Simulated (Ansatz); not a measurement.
Species: SnF, charge 0, doublet. SnF (SMILES [F][Sn], doublet).
B3LYP-D3(BJ)/def2-TZVP minimum from Ansatz (an electronic-structure program):
```
Sn
F 1 1.9637
```
Charge 0, spin multiplicity 2.

Total energies in def2-QZVPP, 11 correlated electrons, 10 frozen orbitals. Radicals and triplets start from unrestricted determinants; spin-orbit coupling is neglected. Cores are frozen in correlated methods (noble-gas shells, and filled d and f shells in the p block). Past Kr the def2 sets carry scalar-relativistic core potentials. Spin-orbit terms, left out, reach several kcal/mol for Br and I, and more for heavier atoms. The spin of FSn ([F][Sn], doublet) was assumed, and the state is the lowest solution found for it.

| method | program | energy (Eh) | minus CCSDT(Q) (mEh) |
|---|---|---|---|
| HF | Ansatz | -312.87030 | 365.05 |
| MP2 | Ansatz | -313.21779 | 17.56 |
| CCSD | Ansatz | -313.22198 | 13.37 |
| CCSD(T) | Ansatz | -313.23452 | 0.83 |
| CCSDT(Q) | Ansatz | -313.23535 | 0.00 |

Rough core times of Ansatz's runs on a shared machine: CCSD(T) 50 s, CCSDT(Q) 70 min.
